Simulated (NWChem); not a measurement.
# AlHOCl2; SMILES [OH][Al]([Cl])[Cl]

```xyz
5

Al     0.0571     0.0000     0.4124
Cl    -1.8217     0.0000    -0.5296
Cl     1.8088     0.0000    -0.7321
O      0.2286     0.0000     2.1075
H     -0.5327     0.0000     2.7091
```
Atoms are numbered in this order, from 1.

Results from NWChem. Pople sets run with spherical d functions. STO-3G and 3-21G are far too small for this property and stand as cheap habits. Coordinates come from a PBE-D3(BJ)/def2-SVP optimisation. Field at 589 nm.

```csv
level,isotropic polarisability (bohr³),anisotropy (bohr³)
B3LYP/STO-3G,20.2,22.2
B3LYP/6-31G*,?,?
B3LYP/def2-SVP,39.4,18.5
B3LYP/def2-SVPD,56.6,17.3
B3LYP/aug-cc-pVDZ,56.3,18.5
```

Problem. Complete the blanks.

Solution. 
- B3LYP/6-31G*, isotropic polarisability (bohr³): 41.6
- B3LYP/6-31G*, anisotropy (bohr³): 20.8
